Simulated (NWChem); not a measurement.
C[O][GaH][Cl] (CH4ClGaO), optimised at PBE0/def2-SVP with NWChem:

- highest occupied level (eV): -8.05
- orbital gap (eV): 7.05
- dipole (D): 2.67
- highest harmonic frequency (cm⁻¹): 3104
- zero-point energy (kcal/mol): 31.3

All stand in one matching conformer (torsions within 35°), which need not be the lowest.

Question: One Cl atom is replaced by F, giving [O](C)[GaH][F] (CH4FGaO), optimised at the same level. How do these values move?

Answer: 
```csv
quantity,new value,change
highest occupied level (eV),-8.11,-0.06
orbital gap (eV),7.31,+0.26
dipole (D),3.07,+0.40
highest harmonic frequency (cm⁻¹),3103,-1
zero-point energy (kcal/mol),31.7,+0.4
```
